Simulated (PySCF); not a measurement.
## Fractional electron number in Ag⁺ (silver, charge +1)

The 4d beta orbital of [Kr] 4d10 is emptied in steps (occupation f), with all orbitals relaxed, ending at [Kr] 4d9. All numbers are calculated (PySCF 2.14, a scalar-relativistic core potential, in aug-cc-pVTZ-PP with ECP28MDF (6s6p5d3f2g, 88 functions)). The exact energy is a straight line in f; departures are measured from the line between the end points of the same method.

```csv
f,BHandHLYP (eV),wB97X (eV),CAM-B3LYP (eV)
1,0.000,0.000,0.000
0.75,-0.395,-0.304,-0.510
0.5,-0.537,-0.411,-0.690
0.25,-0.410,-0.311,-0.525
0,0.000,0.000,0.000
```

For BHandHLYP, how does the orbital energy at f = 1 compare with the removal energy?

−ε = 19.167 eV against a total-energy difference of 21.227 eV. By Janak's theorem ε = ∂E/∂f, so the gap between them reflects the curvature. Along the path −ε is 20.141 (f = 0.75), 21.187 (f = 0.5), 22.293 (f = 0.25) eV.

```json
{"method": "BHandHLYP", "E(f=0) − E(f=1) (eV)": "21.227", "−ε at f=1 (eV)": "19.167", "−ε at f=0.5 (eV)": "21.187"}
{"method": "wB97X", "E(f=0) − E(f=1) (eV)": "21.424", "−ε at f=1 (eV)": "19.834", "−ε at f=0.5 (eV)": "21.406"}
{"method": "CAM-B3LYP", "E(f=0) − E(f=1) (eV)": "21.601", "−ε at f=1 (eV)": "18.925", "−ε at f=0.5 (eV)": "21.562"}
```

Reference removal energy between the ground levels: 21.484 eV (measured; NIST Atomic Spectra Database, ionization energies). The calculation has no spin-orbit coupling.
